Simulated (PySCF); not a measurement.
**Diatomic anions of Be with the third period**

MP2 with double-zeta basis sets in PySCF, for the lowest determinant that a PBE0 search found; no spin–orbit coupling. De refers to high-spin ground-configuration atoms (the charge goes to the atom of lower measured ionisation energy or higher electron affinity, which is not always the lowest computed limit).

| M | basis | reference, frozen orbitals | charged atom | state (unpaired electrons) | Re (Å) | ωe (cm⁻¹) | De (eV) |
| --- | --- | --- | --- | --- | --- | --- | --- |
| Na | def2-SVPD | RHF, 1 | Na− | singlet (closed shell) | 3.443 | 110 | n/a |
| Al | aug-pcseg-1 | UHF, 5 | Al− | triplet (π ↑↑) | 2.340 | 457 | 0.92 |
| Si | aug-cc-pVDZ/aug-cc-pV(D+d)Z | UHF, 5 | Si− | quartet (σ ↑, π ↑↑) | 2.186 | 535 | 1.37 |
| S | aug-pcseg-1 | UHF, 5 | S− | doublet (σ ↑) | 1.840 | 868 | n/a |
| Cl | def2-SVPD | RHF, 5 | Cl− | singlet (closed shell) | 2.039 | 483 | 1.23 |

The shortest bond is that of BeS⁻ (1.840 Å), the longest that of NaBe⁻ (3.443 Å).

The rows differ in basis set, which adds steps of its own.

The state changes along the series, so neighbouring rows are not always alike in their bonding.

Correlated steps freeze the inner cores (1 to 5 orbitals); shallow outer-core shells are correlated. Correlated levels converge slowly with the basis: in double zeta they bind strong bonds too weakly, by up to about 1 eV, and carry superposition errors of some tenths. For an ion De counts to the pair picked by the measured ionisation energies or electron affinities, which need not be the lowest pair at this level. States were picked by a PBE0 search and need not be the measured ground states.
